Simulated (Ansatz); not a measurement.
Program: Ansatz. Geometries: PBE0-D4/def2-TZVP. ΔE: electronic, gas phase. CBS: MP2 limit from def2 TZ/QZ plus the TZ coupled-cluster correction, frozen cores. This one scheme is used for every species. DFT in def2-TZVPP. B3LYP here is the variant with VWN-RPA as its local correlation; programs differ in this. One conformer a species, not always the lowest.

Reaction (formal exchange of groups at a B–Si bond): `FB[SiH2]Cl` + `BF` → `FBBF` + `[SiH3]Cl`

```json
{"level": "B3LYP-D4", "ΔE (kJ/mol)": "9.0", "difference from CCSD(T)/CBS": "0.2"}
{"level": "r2SCAN0-D4", "ΔE (kJ/mol)": "10.1", "difference from CCSD(T)/CBS": "1.3"}
{"level": "CAM-B3LYP-D4", "ΔE (kJ/mol)": "6.6", "difference from CCSD(T)/CBS": "-2.2"}
{"level": "B2PLYP", "ΔE (kJ/mol)": "7.1", "difference from CCSD(T)/CBS": "-1.7"}
{"level": "BLYP", "ΔE (kJ/mol)": "6.5", "difference from CCSD(T)/CBS": "-2.3"}
{"level": "PBE0", "ΔE (kJ/mol)": "8.8", "difference from CCSD(T)/CBS": "0.0"}
{"level": "r2SCAN0", "ΔE (kJ/mol)": "9.4", "difference from CCSD(T)/CBS": "0.6"}
{"level": "CCSD(T)/def2-SVP", "ΔE (kJ/mol)": "6.5", "difference from CCSD(T)/CBS": "-2.3"}
{"level": "SCS-MP2/def2-TZVPP", "ΔE (kJ/mol)": "7.5", "difference from CCSD(T)/CBS": "-1.3"}
{"level": "MP2/CBS(def2)", "ΔE (kJ/mol)": "9.4", "difference from CCSD(T)/CBS": "0.6"}
{"level": "CCSD(T)/CBS", "ΔE (kJ/mol)": "8.8", "difference from CCSD(T)/CBS": "0"}
```

Largest T1 diagnostic among the species: 0.014.

In def2-TZVPP, CCSD(T) changes the Hartree–Fock value by +6.2 kJ/mol (the triples alone add +1.5 kJ/mol) and MP2 by +6.8 kJ/mol. Leaving LDA and LC-ωPBE aside and taking each functional with its dispersion term where it has one, the values, not all of them listed here, spread over 5.7 kJ/mol, from CAM-B3LYP-D4 to revPBE-D4.
